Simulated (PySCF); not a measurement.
## Excited states of Be (beryllium, neutral)

Ground state [He] 2s2, ¹S. Calculation: PySCF 2.14, in aug-cc-pCVTZ with one added diffuse shell each of s, p, d, f type (8s7p5d3f, 75 functions); no relativity, point nucleus. Vertical excitation energies in eV without spin-orbit coupling; excited terms of each kind are numbered among those the solver found. Frozen: nothing.

| term | leading excitation | EOM-EE-CCSD | measured centre of gravity (NIST) |
| --- | --- | --- | --- |
| 1 3P° | 2s → p | 2.727 | 2.725 (2s2p) |
| 1 1P° | 2s → p | 5.321 | 5.277 (2s2p) |
| 1 3S | 2s → s | 6.451 | 6.457 (2s3s) |
| 1 1S | 2s → s | 6.779 | 6.779 (2s3s) |
| 2 3P° | 2s → p | 7.431 | n/a |
| 2 1P° | 2s → p | 7.542 | n/a |
| 1 3D | 2s → d | 7.811 | n/a |
| 2 3S | 2s → s | 7.992 | n/a |
| 2 1S | 2s → s | 8.101 | n/a |
| 1 1D | 2s → d | 8.335 | n/a |
| 2 1D | 2s → d | 8.335 | n/a |

Only the lower part of the computed list is shown. Doubly excited terms such as np² are absent. The solver can miss terms. Rydberg members are limited by the diffuse functions of the basis.
